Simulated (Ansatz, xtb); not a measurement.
System: Na₂ (charge +1, doublet). SMILES: [Na+][Na]
Structure (B3LYP-D3(BJ)/def2-TZVP (Ansatz, a program for electronic structure) minimum search):
```
Na
Na 1 4.0079
```
Charge +1, spin multiplicity 2.

Harmonic wavenumbers from GFN2-xTB (xtb, at its own minimum), cm⁻¹: 102.

Give the harmonic wavenumbers at B3LYP-D3(BJ)/def2-TZVP (Ansatz, finite differences of forces, unscaled).

83 cm⁻¹. Zero-point energy 0.1 kcal/mol.

From these and the geometry, give the ideal-gas thermochemistry at 298.15 K and 1 atm (rigid rotor, harmonic oscillator).

Point group D∞h, rotational symmetry number 2. Rotational constants 2.737, 2.737 GHz. S(trans) 37.40, S(rot) 15.97, S(vib) 3.82, S(elec, spin only) 1.38, S 58.6 cal/(mol K). H(298) - H(0) 2.56 kcal/mol; G - E(el) -14.8 kcal/mol.
